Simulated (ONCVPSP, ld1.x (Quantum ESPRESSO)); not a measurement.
# Potentials for C compared

Generated with ld1.x 7.5 (TM, RRKJ, ultrasoft, PAW), atompaw 4.2 or ONCVPSP 4.0.1. The cutoff is in Ry: for ld1.x and atompaw files where the sum of valence levels is converged to 10 mRy in a Bessel basis, for ONCV files where the hardest occupied wave has 1 mHa per electron of residual kinetic energy. The error is the largest all-electron minus pseudo excitation energy over each file’s own four to seven test configurations (ionisations up to +4, promotions, holes and added fractions of an electron), all of which were solved. The labels leave out finer settings (local radius, basis sizes, second energies), which also bear on the numbers. Spin-polarised tests are not counted. The rows are a selection from randomly drawn settings: files with unsolved tests, undetermined cutoffs or missed reference levels are left out.

| potential | cutoff (Ry) | largest error (meV) | bound ghosts |
| --- | --- | --- | --- |
| TM semilocal, PBEsol, non-relativistic, rc 0.95/1.64/1.65 (spd), local s, core correction no, reference 2s1.75 2p2.25 | 40 | +380 | none |
| TM, PBE, scalar-relativistic, rc 0.90/1.55/1.15 (spd), local s, core correction no, reference 2s1.5 2p2.5 | 45 | +436 | none |
| ONCV, PBEsol, scalar-relativistic, rc 1.15/2.55/2.70 (spd), local smoothed, core correction yes, reference 2s1.75 2p2.25, qcut 5.7/5.5/4, projectors 2/2/1 | 46 | +718 | none |
| ONCV, PBE, scalar-relativistic, rc 1.10/2.30 (sp), local smoothed, core correction yes, reference 2s2 2p1, qcut 5.8/7, projectors 3/2 | 35 | +454 | none |
| TM, PBE, scalar-relativistic, rc 1.20/2.25 (sp), local s, core correction yes, reference 2s2 2p2 | 35 | +838 | none |
| ONCV, PBE, scalar-relativistic, rc 1.00/1.00/1.05 (spd), local smoothed, core correction yes, reference 2s2, qcut 6.1/9.2/10.5, projectors 2/2/3 | 43 | +136 | none |

(1) Fill in the row for C: PAW, PBE, non-relativistic, rc 1.15/1.60/1.45 (spd), local smoothed, core correction yes, reference 2s2 2p1.75.

(2) Fill in the row for C: ONCV, PBE, scalar-relativistic, rc 1.35/2.70/2.30 (spd), local smoothed, core correction yes, reference 2s2 2p2, qcut 5.4/5.7/4.2, projectors 3/2/2.

## Answers

(1) cutoff 25 Ry, largest error -1.6 meV, bound ghosts: none.

(2) cutoff 30 Ry, largest error +1502 meV, bound ghosts: none.
